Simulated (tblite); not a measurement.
Compound: C7H16N2.
Atom-mapped SMILES: `[CH2:1]=[CH:2][CH2:3][N:4]([CH2:5][CH2:6][CH3:7])[NH:8][CH3:9]` (hydrogens: H10, H11 on C1; H12 on C2; H13, H14 on C3; H15, H16 on C5; H17, H18 on C6; H19, H20, H21 on C7; H22 on N8; H23, H24, H25 on C9)

Structure used (GFN2-xTB), in Å, numbered top down from 1:
```xyz
25
C7H16N2 angstrom
C      3.5644   -0.7859    0.5565
C      2.3799   -0.5036    1.0676
C      1.0945   -1.1051    0.5944
N      0.1043   -0.0873    0.2549
C     -1.2188   -0.6644    0.0540
C     -2.2623    0.4334   -0.1274
C     -3.6548   -0.1472   -0.3334
N      0.4501    0.6736   -0.8870
C      1.1552    1.8957   -0.5681
H      3.6792   -1.4779   -0.2630
H      4.4710   -0.3463    0.9361
H      2.2778    0.1922    1.8888
H      0.6747   -1.7035    1.4098
H      1.2867   -1.7797   -0.2618
H     -1.2339   -1.3356   -0.8224
H     -1.4626   -1.2552    0.9404
H     -1.9797    1.0421   -0.9860
H     -2.2522    1.0728    0.7561
H     -3.9544   -0.7428    0.5265
H     -4.3836    0.6481   -0.4696
H     -3.6764   -0.7853   -1.2143
H      0.9777    0.1144   -1.5625
H      2.1622    1.7432   -0.1600
H      0.5599    2.4430    0.1603
H      1.2305    2.4856   -1.4810
```

Level: GFN2-xTB in tblite, geometry and Hessian alike; calculated harmonic values, unscaled, isolated species. The method is semi-empirical: single wavenumbers can be off by several per cent or more. One conformer, not necessarily the lowest.

Harmonic wavenumbers (cm⁻¹): 42.6, 68.7, 75.7, 109.6, 113.0, 149.9, 208.8, 228.7, 251.6, 300.9, 326.6, 352.3, 411.8, 466.2, 537.8, 644.5, 770.7, 798.0, 887.3, 895.3, 909.7, 924.1, 936.2, 992.5, 1027.2, 1055.3, 1088.8, 1100.5, 1107.6, 1123.5, 1136.4, 1155.7, 1166.4, 1189.8, 1229.4, 1245.7, 1263.3, 1285.8, 1293.3, 1325.4, 1370.1, 1394.9, 1410.8, 1414.2, 1419.5, 1457.8, 1475.2, 1476.2, 1492.3, 1498.1, 1505.3, 1507.6, 1712.5, 2789.2, 2817.7, 2901.6, 2934.5, 2961.6, 2993.1, 3008.3, 3009.8, 3029.2, 3029.2, 3032.7, 3039.9, 3071.7, 3091.7, 3122.6, 3215.3.

A = 3228, B = 793.3, C = 678.1 MHz; mass 128.131 u (most abundant isotopes); point group C1, symmetry number 1.

Task: What is the zero-point energy?

Result: ½Σν̃ = 48690 cm⁻¹ = 139.21 kcal/mol.

Task: Entropy at 298.15 K, 1 bar (ideal gas, RRHO, classical rotation)?

Result: Translation 40.48, rotation 29.61, vibration 36.79: S = 106.9 cal/(mol K).

Task: And Cp and H(298.15 K) − H(0)?

Result: Cp = 43.73 cal/(mol K), of which vibrations give 35.78 (their classical limit is 69 R = 137.1); H(298.15 K) − H(0) = 7.99 kcal/mol without the zero-point energy, 5.62 from vibrations.

Task: How do the functions run with temperature in this model?

Result: 
| T (K) | S (cal/(mol K)) | Cp (cal/(mol K)) | H − H(0) (kcal/mol) | G − H(0) (kcal/mol) | ln q(vib) |
| --- | --- | --- | --- | --- | --- |
| 100 | 73.1 | 22.3 | 1.49 | -5.82 | 2.38 |
| 200 | 91.8 | 32.7 | 4.26 | -14.11 | 5.84 |
| 300 | 107.1 | 44.0 | 8.07 | -24.08 | 9.09 |
| 500 | 135.3 | 67.9 | 19.31 | -48.36 | 15.33 |
| 800 | 173.2 | 93.1 | 43.76 | -94.79 | 24.40 |
| 1000 | 195.2 | 104.4 | 63.57 | -131.67 | 30.15 |

q(vib) and H(0) count from the zero-point level.

Task: Which modes carry the vibrational entropy at 298.15 K?

Result: 42.6 cm⁻¹: 5.13; 68.7 cm⁻¹: 4.19; 75.7 cm⁻¹: 4.00; 109.6 cm⁻¹: 3.28; 113.0 cm⁻¹: 3.22; 149.9 cm⁻¹: 2.67 cal/(mol K); the other 63 give 14.30 together.

Task: Blend soft modes into free rotors: weight 1/[1 + (100 cm⁻¹/ν̃)⁴] for the oscillator and the rest for a rotor with moment μB/(μ + B), μ = h/(8π²ν), B = 10⁻⁴⁴ kg m². What vibrational entropy results?

Result: 33.56 cal/(mol K) in place of 36.79, which changes −T·S at 298.15 K by +0.96 kcal/mol.

Hindered rotation and anharmonicity are outside this model. Other conformers, if any are populated, would add a mixing term that is left out. The structure is chiral; the term R ln 2 for an equal mix with its mirror image is left out.
